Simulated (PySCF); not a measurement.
Positional isomers: azulene hydroxy+boryl. All species are isolated molecules in the gas phase. One relaxed conformer stands for each flexible species; it need not be the lowest. Strings in code marks are SMILES.

The four lowest singlet excitations (Tamm–Dancoff). These are ωB97X-D3(BJ)/def2-TZVP // PBE0-D3(BJ)/def2-SVP run with PySCF values and carry that method's errors. Excitations are Tamm–Dancoff values on a coarser integration grid. The basis has no diffuse functions, so Rydberg states are missing or too high.

```
state  energy (eV)  wavelength (nm)  oscillator strength
-----  -----------  ---------------  -------------------
S1            3.14              395                0.003
S2            3.68              337                0.001
S3            4.30              288                0.180
S4            4.74              261                1.161
```

Q: Say which member gives these states.
(A) `Bc1ccc2cccc-2cc1O`
(B) `Bc1c(O)cc2cccccc1-2`
(C) `Bc1ccc2cc(O)cccc1-2`
(D) `Bc1ccc2cccc(O)cc1-2`

A: B, `Bc1c(O)cc2cccccc1-2`
